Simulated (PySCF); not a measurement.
**Electronic structure of Ni(3+) (nickel, charge +3) at the UHF level**

Configuration: [Ar] 3d7, high-spin 4F determinant. Calculation: PySCF 2.14, in cc-pVDZ; no relativity, point nucleus.

```
Total energy                                     : -1504.814998 hartree
One-electron energy                              : -2053.8796 hartree
Hartree (Coulomb) energy                         : 609.9981 hartree
Exchange energy                                  : -60.9335 hartree
Kinetic energy                                   : 1505.59340 hartree
⟨S²⟩                                             : 3.7530
⟨L²⟩                                             : 12.023
Sum of ⟨r⟩                                       : 14.23 bohr
Sum of ⟨r²⟩                                      : 12.93 bohr²
Density at the nucleus (Gaussians lack the cusp) : 14800 bohr⁻³
Spin density at the nucleus                      : 0.395 bohr⁻³
Langevin diamagnetic susceptibility              : -10.2 ×10⁻⁶ cm³/mol
Time after the integrals                         : 0.14 s of wall time on 1 thread of Intel(R) Xeon(R) Platinum 8559C (shared host)
```

```
shell  electrons  mean orbital energy (hartree)  spread (hartree)  rms radius, mean of both spins (bohr)
 1s α          1                     -307.07237                 0                                 0.0635
 1s β          1                     -307.06919                 0                                 0.0635
 2s α          1                      -39.45375                 0                                  0.268
 2s β          1                      -39.32541                 0                                  0.268
 2p α          3                      -34.47611                 0                                  0.239
 2p β          3                      -34.35043                 0                                  0.239
 3s α          1                       -6.49265                 0                                  0.799
 3s β          1                       -6.18631                 0                                  0.799
 3p α          3                       -4.90687                 0                                  0.839
 3p β          3                       -4.53747                 0                                  0.839
 3d α          5                       -2.23400           0.05682                                  0.995
 3d β          2                       -2.08401                 0                                  0.995
```
